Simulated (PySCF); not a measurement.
# CaH from Hartree–Fock to correlated methods

State: ²Σ⁺ (doublet), unpaired electrons σ ↑. Set-up: Ca 3-21G, H 3-21G; no relativity (PySCF 2.14). De refers to Ca + H in their ground configurations, without counterpoise correction. The functionals are run spin-unrestricted. A positive dipole means Ca(−)H(+).

| Level | Re (Å) | ωe (cm⁻¹) | De (eV) | μ (D) |
| --- | --- | --- | --- | --- |
| UHF | 2.167 | 1231 | 1.02 | -2.56 |
| UHF-MP2 | 2.184 | 1199 | 0.97 | n/a |
| UHF-SCS-MP2 | 2.187 | 1194 | 0.96 | n/a |
| UHF-CCSD | 2.220 | 1088 | 0.87 | n/a |
| UHF-CCSD(T) | 2.221 | 1087 | 0.88 | n/a |
| PBE | 2.191 | 1119 | 1.35 | -2.03 |
| r²SCAN | 2.184 | 1155 | 1.56 | -2.31 |
| B3LYP | 2.176 | 1151 | 1.39 | -2.30 |
| PBE0 | 2.171 | 1167 | 1.34 | -2.22 |
| M06-2X | 2.159 | 1188 | 1.23 | -2.42 |
| B2PLYP | 2.176 | 1170 | 1.23 | -2.46 |

The bond length runs from 2.159 Å (M06-2X) to 2.221 Å (UHF-CCSD(T)). De spans 0.87 eV (UHF-CCSD, coupled cluster) to 1.56 eV (r²SCAN, meta-GGA). Correlation at CCSD(T) changes the Hartree–Fock bond energy by -0.14 eV; the triples alone change it by +0.01 eV.

Correlated steps freeze 5 core orbitals. B2PLYP dipoles, levels and charges come from its SCF part alone. 3-21G is very small, so such numbers show the basis as much as the molecule. The state was picked by a PBE0 search and need not be the measured ground state.

The whole job (state search and all levels along the bond) took about 0.37 min on 1 thread of Arm Neoverse V1 (shared host), peak memory 0.29 GiB.
